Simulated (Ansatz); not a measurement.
Born–Oppenheimer molecular dynamics of C2HBO (5 atoms, charge 0, multiplicity 1). It goes on from the last frame of an earlier run, with new velocities.

Level of theory: Ansatz, RKS PBE-D4/def2-SVP.

* ensemble: NVE (Milne-controlled integrator)
* time step: 0.25 fs
* steps asked: 250
* starting velocities drawn for: 700 K
* masses: H 3.016 u
* seed: 917826

Frames 0.25 fs apart, positions in Å, forces in eV/Å.

Velocities at 0.0 fs (Å/ps):

```
O -0.28 -1.94 3.31
C 2.23 -4.52 0.91
B -11.58 -4.04 0.29
C 9.38 11.32 -3.04
H -3.28 -2.34 -10.07
```

```xyz
5
Properties=species:S:1:pos:R:3:forces:R:3 time_fs=0.0 energy_less_start_eV=0.000 T=700
O -1.327 -1.022 0.523 0.85 0.50 0.72
C -0.223 -0.560 0.589 -2.72 -1.19 -1.08
B 1.137 -0.180 0.481 2.14 0.57 0.52
C 0.473 0.606 -0.413 -1.07 0.44 -0.85
H -0.160 1.122 -1.189 0.80 -0.33 0.69
5
Properties=species:S:1:pos:R:3:forces:R:3 time_fs=0.2 energy_less_start_eV=0.009 T=676
O -1.327 -1.023 0.524 0.88 0.51 0.71
C -0.222 -0.561 0.589 -2.86 -1.23 -1.06
B 1.134 -0.181 0.481 2.24 0.63 0.48
C 0.476 0.609 -0.413 -1.09 0.41 -0.85
H -0.160 1.121 -1.192 0.83 -0.33 0.72
5
Properties=species:S:1:pos:R:3:forces:R:3 time_fs=0.5 energy_less_start_eV=0.018 T=654
O -1.327 -1.023 0.525 0.90 0.52 0.70
C -0.222 -0.562 0.589 -2.98 -1.26 -1.04
B 1.131 -0.182 0.482 2.33 0.70 0.44
C 0.478 0.611 -0.414 -1.10 0.38 -0.85
H -0.161 1.121 -1.194 0.85 -0.33 0.74
5
Properties=species:S:1:pos:R:3:forces:R:3 time_fs=0.8 energy_less_start_eV=0.026 T=634
O -1.327 -1.024 0.525 0.90 0.52 0.70
C -0.222 -0.564 0.589 -3.08 -1.29 -1.02
B 1.129 -0.183 0.482 2.40 0.76 0.40
C 0.480 0.614 -0.415 -1.10 0.33 -0.83
H -0.161 1.120 -1.196 0.87 -0.32 0.76
5
Properties=species:S:1:pos:R:3:forces:R:3 time_fs=1.0 energy_less_start_eV=0.032 T=616
O -1.327 -1.024 0.526 0.89 0.51 0.69
C -0.222 -0.565 0.589 -3.15 -1.30 -1.00
B 1.127 -0.184 0.482 2.46 0.83 0.35
C 0.482 0.617 -0.416 -1.09 0.28 -0.80
H -0.162 1.119 -1.198 0.89 -0.32 0.77
5
Properties=species:S:1:pos:R:3:forces:R:3 time_fs=1.2 energy_less_start_eV=0.038 T=602
O -1.327 -1.025 0.527 0.86 0.49 0.68
C -0.222 -0.567 0.589 -3.19 -1.31 -0.98
B 1.124 -0.185 0.482 2.51 0.90 0.29
C 0.484 0.620 -0.417 -1.08 0.22 -0.76
H -0.162 1.118 -1.200 0.90 -0.30 0.77
5
Properties=species:S:1:pos:R:3:forces:R:3 time_fs=1.5 energy_less_start_eV=0.043 T=590
O -1.327 -1.025 0.528 0.82 0.47 0.67
C -0.222 -0.568 0.589 -3.21 -1.30 -0.96
B 1.122 -0.186 0.482 2.55 0.96 0.24
C 0.486 0.623 -0.418 -1.06 0.16 -0.72
H -0.162 1.117 -1.202 0.91 -0.29 0.77
5
Properties=species:S:1:pos:R:3:forces:R:3 time_fs=1.8 energy_less_start_eV=0.046 T=581
O -1.326 -1.025 0.529 0.76 0.44 0.65
C -0.223 -0.570 0.589 -3.19 -1.29 -0.93
B 1.120 -0.186 0.482 2.56 1.03 0.18
C 0.488 0.626 -0.419 -1.04 0.09 -0.66
H -0.161 1.116 -1.203 0.91 -0.27 0.76
5
Properties=species:S:1:pos:R:3:forces:R:3 time_fs=2.0 energy_less_start_eV=0.048 T=575
O -1.326 -1.026 0.530 0.68 0.41 0.64
C -0.223 -0.571 0.589 -3.15 -1.26 -0.91
B 1.118 -0.187 0.483 2.57 1.09 0.12
C 0.490 0.629 -0.420 -1.00 0.01 -0.60
H -0.161 1.115 -1.204 0.91 -0.25 0.75
5
Properties=species:S:1:pos:R:3:forces:R:3 time_fs=2.2 energy_less_start_eV=0.050 T=572
O -1.326 -1.026 0.531 0.58 0.36 0.63
C -0.224 -0.573 0.589 -3.08 -1.22 -0.89
B 1.116 -0.188 0.483 2.56 1.15 0.06
C 0.492 0.632 -0.421 -0.96 -0.07 -0.53
H -0.160 1.114 -1.206 0.90 -0.22 0.73
5
Properties=species:S:1:pos:R:3:forces:R:3 time_fs=2.5 energy_less_start_eV=0.050 T=571
O -1.326 -1.026 0.532 0.48 0.32 0.61
C -0.225 -0.575 0.588 -2.98 -1.18 -0.86
B 1.115 -0.188 0.483 2.54 1.21 0.00
C 0.494 0.635 -0.422 -0.92 -0.16 -0.45
H -0.159 1.113 -1.207 0.89 -0.19 0.70
5
Properties=species:S:1:pos:R:3:forces:R:3 time_fs=2.8 energy_less_start_eV=0.049 T=573
O -1.325 -1.027 0.534 0.35 0.26 0.60
C -0.226 -0.576 0.588 -2.85 -1.12 -0.84
B 1.113 -0.189 0.483 2.50 1.27 -0.06
C 0.496 0.638 -0.423 -0.87 -0.25 -0.36
H -0.158 1.112 -1.208 0.87 -0.16 0.67
```

Of the whole run (62 fs, mean temperature of the second half 910 K): The conserved energy stayed within 0.0022 meV per atom of its start (net change 0.0012 meV per atom), so the integration is sound. A run of 0.062 ps of so small a system gives no equilibrium averages. The orbitals stay closed-shell, which can raise the energy where a bond breaks towards radicals; this wasn't checked here.

Time of the run: 2.7 min on 1 CPU thread of a shared host.
